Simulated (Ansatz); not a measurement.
`C[N](C)[GeH3]` → GeH₄ + `C=NC` at 500 K and 1 bar (β-hydride elimination).

Computed with Ansatz on PBE0-D4/def2-TZVP structures; ΔE is electronic, products minus reactants. CCSD(T)/CBS is the MP2 limit (def2-TZVPP, def2-QZVPP) plus CCSD(T) − MP2 in def2-TZVPP, frozen cores. For Ge outer-core shells are correlated without core-valence functions, which leaves a few kJ/mol of doubt a bond. Scalar relativity is left out up to krypton.

```tsv
species	CCSD(T)/CBS energy (Eh)	H − E (kJ/mol)	S (J/(mol·K))
`C[N](C)[GeH3]`	-2212.31524	322.7	403.6
GeH₄	-2078.49493	99.4	244.6
`C=NC`	-133.77870	206.0	296.0
```

H − E and S are ideal-gas, rigid-rotor, harmonic terms from PBE0-D4/def2-TZVP. 1 Eh = 2625.50 kJ/mol, R = 8.31446 J/(mol·K).

Q: By hand: ΔE, ΔH, ΔS and ΔG.

A: ΔE = (-2078.49493) + (-133.77870) − (-2212.31524) = 0.04161 Eh = 109.2 kJ/mol. Δ(H − E) = 99.4 + 206.0 − 322.7 = -17.3, so ΔH = 91.9 kJ/mol. ΔS = 244.6 + 296.0 − 403.6 = 137.0 J/(mol·K). ΔG = 91.9 − 500 × (137.0)/1000 = 23.4 kJ/mol.

Q: By hand: the equilibrium constant, and the temperature at which ΔG would vanish if ΔH and ΔS stayed fixed.

A: log₁₀ K = −ΔG/(RT ln 10) = -2.4. ΔG = 0 at ΔH/ΔS = 671 K.

The number of gas molecules changes by +1, which sets the sign of ΔS. A doubt of 5 kJ/mol in ΔE shifts log₁₀ K by 0.5 here. These are equilibria of isolated gas molecules and say nothing of rates. Largest T1 diagnostic: 0.012 (customary marks: 0.02 for closed shells, 0.045 for open ones).
